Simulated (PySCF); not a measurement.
Excitations are Tamm–Dancoff values on a coarser integration grid. The basis has no diffuse functions, so Rydberg states are missing or too high.

Cartesian coordinates (Å):
SMILES: OC(=O)C=C
```xyz
9

C     -1.2444     0.6822     0.3274
C     -0.3489    -0.2318     0.6594
C      0.8552    -0.5335    -0.1380
O      1.6681    -1.3645     0.1656
O      0.9713     0.2111    -1.2534
H     -2.1111     0.8649     0.9482
H     -1.1373     1.2724    -0.5721
H     -0.4401    -0.8314     1.5547
H      1.7872    -0.0693    -1.6918
```
Charge 0, multiplicity 1.

Question: What is the computed brightest of the four lowest singlets (TDA), dipole moment and HOMO–LUMO gap (PySCF with CAM-B3LYP-D3(BJ)/def2-TZVP)?

Answer: 
| Item | Value |
|---|---|
| brightest of the four lowest singlets (TDA) | 7.15 eV |
| dipole moment | 2.18 D |
| HOMO–LUMO gap | 9.36 eV |
